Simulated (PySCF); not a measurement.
Simulation results for Al₂ClH₂O

Calculation on a computer-drawn molecule: the log of a Hartree-Fock and frozen-core CCSD(T) single point meant for a local Hartree-Fock minimum, with one planted fault or none, to be diagnosed. Offsets are logged minus clean, where the clean run is the same molecule without the fault. The reference is restricted for singlets and unrestricted otherwise, and also for a bond in bohr or an excited solution. Adding or removing an electron swaps singlet and doublet. The excited solution moves the top pair (singlet) or top alpha electron (doublet) to the lowest empty orbital. Highest occupied and lowest empty are orbital energies over both spins, largest force is the largest gradient component, triples share is (T) over the correlation energy, the T1 limit is 0.02 restricted and 0.045 unrestricted, electrons count all cores, a negative frequency is imaginary (commonest isotopes), and the dipole is about the centre of nuclear charge. Program: PySCF 2.14.0.

Common to all runs: meant charge 0; meant multiplicity 2; meant basis cc-pV(D+d)Z; logged electrons 53; logged basis functions 93; logged SCF converged yes; logged CC converged yes; logged SCF stable within its kind yes; possible faults no fault, one electron removed, one electron added, multiplicity raised by two, geometry at a saddle point, SCF held on an excited solution, minimal basis STO-3G, one bond length entered in bohr, all coordinates scaled.

(1) Al₂ClH₂O

Logged structure:
```xyz
6
Al2ClH2O
Al    -0.2044     0.3295    -1.0524
O     -1.6672     0.0579    -0.0283
Al    -3.0577    -0.3125     1.0342
Cl    -2.9088    -2.1181     2.4222
H     -0.1332    -0.3986    -2.5702
H      1.0250     1.3181    -0.4606
```

```
logged spin squared     : 0.7542
logged highest occupied : -9.4328 eV
logged lowest empty     : 0.14097 eV
logged largest force    : 0.046533 hartree/bohr
logged T1 diagnostic    : 0.018825
logged D1 diagnostic    : 0.057436
logged triples share    : 0.025236
logged dipole magnitude : 2.7568 debye
logged energy HF        : -1019.51154 hartree
logged energy CCSD(T)   : -1019.98537 hartree
planted fault           : ?
```

Drawn bonds:
```csv
atom,other atom,order
1,2,1
2,3,1
3,4,1
1,5,1
1,6,1
```

(2) Al₂ClH₂O

Logged structure:
```xyz
6
Al2ClH2O
Al     1.3446    -0.1263     0.0000
O     -0.3226    -0.3957     0.0000
Al    -1.9834    -0.5924     0.0000
Cl    -3.2287     1.1379     0.0000
H      1.8858     1.3519     0.0000
H      2.3042    -1.3755     0.0000
```

```
logged spin squared     : 0.7528
logged highest occupied : -8.9738 eV
logged lowest empty     : 0.67831 eV
logged largest force    : 5.404e-05 hartree/bohr
logged lowest frequency : -65.615 cm⁻¹
logged T1 diagnostic    : 0.015691
logged D1 diagnostic    : 0.047348
logged triples share    : 0.022613
logged dipole magnitude : 1.9786 debye
logged energy HF        : -1019.5352 hartree
logged energy CCSD(T)   : -1020.00162 hartree
planted fault           : ?
```

Drawn bonds:
```csv
atom,other atom,order
1,2,1
2,3,1
3,4,1
1,5,1
1,6,1
```

To be estimated
1. Which fault was planted in the run of Al₂ClH₂O (entry 1)?
2. Which fault was planted in the run of Al₂ClH₂O (entry 2)?

## Answers
1. all coordinates scaled, by +7.0 %
2. geometry at a saddle point

Further results for Al₂ClH₂O (entry 1):

```
HF energy offset from clean run      : 15.47 kcal/mol
CCSD(T) energy offset from clean run : 10.89 kcal/mol
```

Further results for Al₂ClH₂O (entry 2):

```
HF energy offset from clean run      : 0.6307 kcal/mol
CCSD(T) energy offset from clean run : 0.6993 kcal/mol
```
